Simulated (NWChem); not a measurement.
A series in which one site is exchanged, each optimised at PBE0/def2-SVP with NWChem, gas phase unless a solvent is named. For some, no frequency run checked for a minimum. def2 effective core potentials on Zr, I; no spin-orbit coupling.

A: [F][Ti]([F])([I])[F] (TiIF₃; site = Ti)
B: [F][Zr]([F])([F])[I] (ZrIF3; site = Zr)
C: [F][Ge]([F])([F])[I] (GeIF3; site = Ge)
D: F[Si](F)(F)I (SiIF3; site = Si)

Values for A:

```
Item                                                   Result
-----------------------------------------------------  ------
dipole (D), PBE0/def2-SVP                                0.31
orbital gap (eV), PBE0/def2-SVP                          5.04
vertical ionisation energy, ΔSCF, B3LYP/def2-SVP (eV)   10.67
lowest singlet excitation, B3LYP/def2-SVPD, TDA (eV)     3.32
```

Problem. How do these values change for the other members?

Solution. 
```
change from A                                              B      C      D
-----------------------------------------------------  -----  -----  -----
dipole (D), PBE0/def2-SVP                              -0.26  +2.08  +0.96
orbital gap (eV), PBE0/def2-SVP                        +1.32  +1.48  +2.76
vertical ionisation energy, ΔSCF, B3LYP/def2-SVP (eV)  -0.05  +0.64  +0.43
lowest singlet excitation, B3LYP/def2-SVPD, TDA (eV)   +1.33  +1.40  +2.54
```
